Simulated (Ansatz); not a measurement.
Born–Oppenheimer molecular dynamics of ClH2InO2 (6 atoms, charge 0, multiplicity 1). It starts at the highest image of a converged band. Of that band: The profile has 2 maxima (images 2, 8) with wells between them (image 3): this band takes more than one step, which may be the mechanism or a detour left from its start path. A vibrational analysis at the climbing image gives one clearly imaginary mode, 1122i cm⁻¹: a first-order saddle point.

The calculation used RKS BHLYP/def2-SVP in Ansatz.

```
ensemble                      : NVE (velocity Verlet)
time step                     : 0.5 fs
steps asked                   : 200
starting velocities drawn for : 100 K
seed                          : 9166
```

First frame:

```xyz
6
Properties=species:S:1:pos:R:3
In -0.773 0.577 0.505
O 1.007 -0.514 -0.274
O -1.232 -1.211 0.028
H 0.087 -1.171 -0.303
Cl -0.576 2.779 1.143
H 1.487 -0.459 -1.098
```

**Question.** How far do the bonds stretch over the last three quarters of this one trajectory? (Pairs bonded in most of those frames.)

**Answer.** 
```
   bond  mean (Å)  spread (Å)  shortest  longest
 In1–O3     1.868       0.028      1.83     1.91
In1–Cl5     2.313       0.008      2.30     2.33
  O2–H4     0.979       0.019      0.95     1.05
  O2–H6     0.957       0.010      0.94     0.97
```

Mean temperature of the second half: 130 K. The conserved energy stayed within 0.051 meV per atom of its start (net change 0.02 meV per atom), so the integration is sound. A run of 0.1 ps of so small a system gives no equilibrium averages. The orbitals stay closed-shell, which can raise the energy where a bond breaks towards radicals; this wasn't checked here.

Run time: 5 min on 2 threads of AMD EPYC 7R43 64-Core Processor (Zen 3) (shared host), peak memory 0.18 GiB.
